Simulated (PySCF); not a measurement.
**SnCl, PBE0: how much the basis matters**

PySCF, UKS reference; doublet, unpaired electrons π ↑; De to Sn + Cl without counterpoise correction.

```csv
basis,relativity,functions,Re (Å),ωe (cm⁻¹),De (eV),μ (D)
cc-pVDZ-PP/cc-pV(D+d)Z,scalar-relativistic core potentials,46,2.398,345,3.81,-2.93
x2c-SVPall,spin-free X2C,54,2.387,360,3.87,-2.57
def2-SVPD,scalar-relativistic core potentials,59,2.414,341,3.91,-3.00
cc-pVTZ-PP/cc-pV(T+d)Z,scalar-relativistic core potentials,78,2.374,349,3.93,-2.62
def2-TZVPP,scalar-relativistic core potentials,92,2.368,350,3.95,-2.61
def2-TZVPPD,scalar-relativistic core potentials,107,2.369,348,3.96,-2.61
```

Problem. How does each smaller set differ from the one with most functions, def2-TZVPPD?

Solution. cc-pVDZ-PP/cc-pV(D+d)Z: +2.9 pm, -0.9 % in ωe, -0.15 eV in De; x2c-SVPall: +1.8 pm, +3.4 % in ωe, -0.09 eV in De; def2-SVPD: +4.5 pm, -2.0 % in ωe, -0.05 eV in De; cc-pVTZ-PP/cc-pV(T+d)Z: +0.5 pm, +0.3 % in ωe, -0.03 eV in De; def2-TZVPP: -0.1 pm, +0.6 % in ωe, -0.01 eV in De. All at PBE0; the set with most functions is neither the basis-set limit nor always the best. The rows treat relativity differently, so the differences are not basis effects alone.

A positive dipole means Sn(−)Cl(+). Spin–orbit coupling is left out, which matters for elements this heavy, above all for dissociation energies. The state is the lowest determinant that a PBE0 search found; another state may lie lower at other levels.
